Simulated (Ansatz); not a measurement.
System: C$_{3}$H$_{9}$Si (charge 0, doublet). It need not be the lowest isomer of its formula. 
Geometry from a B3LYP-D3(BJ)/def2-TZVP (Ansatz, an electronic-structure program) optimisation:
```xyz
13

Si     0.1399    -0.0255     0.3366
C      1.6167    -0.4049    -0.7059
C     -1.2039    -1.3040     0.0469
C     -0.4810     1.7088    -0.0255
H      0.5336    -0.0854     1.7750
H      1.8883    -1.4136    -0.9995
H      2.3130     0.3565    -1.0421
H     -0.8390    -2.3117     0.2567
H     -1.5496    -1.2804    -0.9889
H     -2.0637    -1.1188     0.6943
H     -0.8111     1.7975    -1.0628
H     -1.3243     1.9633     0.6202
H      0.3034     2.4498     0.1423
```
Charge 0, spin multiplicity 2.

Basis-set convergence of Hartree-Fock and CCSD correlation energies (hartree) with Ansatz. Correlated levels leave the core frozen unless marked. UHF or UKS for open shells. No spin-orbit coupling. No relativistic terms.

```json
[
 {"basis": "aug-cc-pV(D+d)Z", "functions": "182", "E(HF)": "-407.77589", "E(corr, CCSD)": "-0.60037"},
 {"basis": "aug-cc-pV(T+d)Z", "functions": "400", "E(HF)": "?", "E(corr, CCSD)": "?"}
]
```

Q: Complete the blanks.

A: 
- aug-cc-pV(T+d)Z, E(HF): -407.82175
- aug-cc-pV(T+d)Z, E(corr, CCSD): -0.69799
